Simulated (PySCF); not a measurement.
## Trend along the fourth-period p block: MH molecules

PBE0 with double-zeta basis sets in PySCF, for the lowest determinant that a PBE0 search found; no spin–orbit coupling. De refers to high-spin ground-configuration atoms. A positive dipole means M(−)H(+).

| M | basis | state (unpaired electrons) | Re (Å) | ωe (cm⁻¹) | De (eV) | μ (D) |
| --- | --- | --- | --- | --- | --- | --- |
| Ga | x2c-SVPall | singlet (closed shell) | 1.679 | 1600 | 2.85 | -0.32 |
| Ge | cc-pVDZ-PP/cc-pVDZ | doublet (π ↑) | 1.611 | 1876 | 2.81 | -0.16 |
| As | aug-cc-pVDZ-PP/aug-cc-pVDZ | triplet (π ↑↑) | 1.539 | 2156 | 2.83 | 0.11 |
| Se | def2-SVPD | doublet (π ↑) | 1.474 | 2455 | 3.36 | 0.56 |
| Br | aug-cc-pVDZ/aug-cc-pVDZ-PP | singlet (closed shell) | 1.428 | 2656 | 3.91 | 0.82 |

The shortest bond is that of HBr (1.428 Å), the longest that of GaH (1.679 Å).

The rows differ in basis set, which adds steps of its own.

The state changes along the series, so neighbouring rows are not always alike in their bonding.

States were picked by a PBE0 search and need not be the measured ground states.
